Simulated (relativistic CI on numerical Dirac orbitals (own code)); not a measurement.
**Slater and spin-orbit integrals, Hg LXXIII**

Calculated at this level of theory: Dirac-Coulomb-Breit CI, orbitals from a KLI potential per configuration, QED by a radiative potential, unscaled Slater integrals (own radial code, finite nucleus).

Slater integrals F^k, G^k are unscaled and averaged over j, outside the closed core 1s2; ζ comes from projecting the Hamiltonian with its Breit term on Σ l·s of the shell.

- 2s2.2p4: F^2(2p,2p) = 1.5341e+06, ζ(2p) = 1.0877e+07 cm⁻¹; <r>(2p) = 0.06077, <r^2>(2p) = 0.004523 (bohr units).
- 2s.2p5: G^1(2s,2p) = 1.675e+06, ζ(2p) = 1.0857e+07 cm⁻¹; <r>(2s) = 0.06762, <r^2>(2s) = 0.005458, <r>(2p) = 0.06082, <r^2>(2p) = 0.004531 (bohr units).
- 2p5.3s: ζ(2p) = 1.0953e+07, G^1(2p,3s) = 169200 cm⁻¹; <r>(2p) = 0.06063, <r^2>(2p) = 0.004503, <r>(3s) = 0.161, <r^2>(3s) = 0.02969 (bohr units).

Averages of the first 10 configurations, taken without configuration mixing, which lowers the lowest level and can move excited configurations by several eV; other configurations of the list can lie among them:

| Configuration | Parity | States | Average energy above the lowest level (eV) |
| --- | --- | --- | --- |
| 2s2.2p4 | even | 15 | 1358.5 |
| 2s.2p5 | odd | 12 | 3187.9 |
| 2p6 | even | 1 | 5086.1 |
| 2p5.3s | odd | 12 | 15806.6 |
| 2s2.2p3.3s | odd | 40 | 12154.6 |
| 2p5.3p | even | 36 | 16322.6 |
| 2s2.2p3.3p | even | 120 | 12684.2 |
| 2p5.3d | odd | 60 | 16737.4 |
| 2s2.2p3.3d | odd | 200 | 13099.0 |
| 2s.2p4.3s | even | 60 | 13946.0 |
